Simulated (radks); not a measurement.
Results of a calculation; reference values are marked as such.
Species: I-. Configuration: [Xe]. Level of theory: scalar-relativistic Kohn-Sham, r2SCAN, spin-polarised, spherical densities, finite nucleus; meta-GGA in the generalised Kohn-Sham scheme; Fermi nuclear charge, rms radius 4.75 fm; Watson sphere of charge +1 and radius 3.41 bohr (a radial shooting solver on a logarithmic mesh with Libxc functionals).

Radial electron density D(r) = 4 pi r^2 rho(r):

```
   r/bohr * D(r) (the largest magnitude, 86.3, reaches the edge; | marks zero)
 0.001681 |  *
 0.002242 |    *
 0.003014 |       *
  0.00402 |           *
 0.005362 |                *
 0.007152 |                       *
 0.009539 |                               *
  0.01272 |                                      *
   0.0171 |                                           *
  0.02281 |                                          *
  0.03043 |                                       *
  0.04058 |                                      *
  0.05413 |                                            *
  0.07219 |                                                      *
  0.09706 |                                                      *
   0.1295 |                                           *
   0.1727 |                                        *
   0.2303 |                                              *
   0.3072 |                                       *
   0.4097 |                    *
   0.5464 |               *
   0.7346 |                 *
   0.9798 |           *
    1.307 |    *
    1.743 |  *
    2.325 | *
    3.101 |*
    4.169 *
     5.56 *
    7.416 *
```

D(r) has 4 maxima, at r = 0.0191, 0.0840, 0.244, 0.700 bohr, and minima at 0.0372, 0.159, 0.508 bohr, inside which lie 1.99, 11.17, 28.92 electrons.
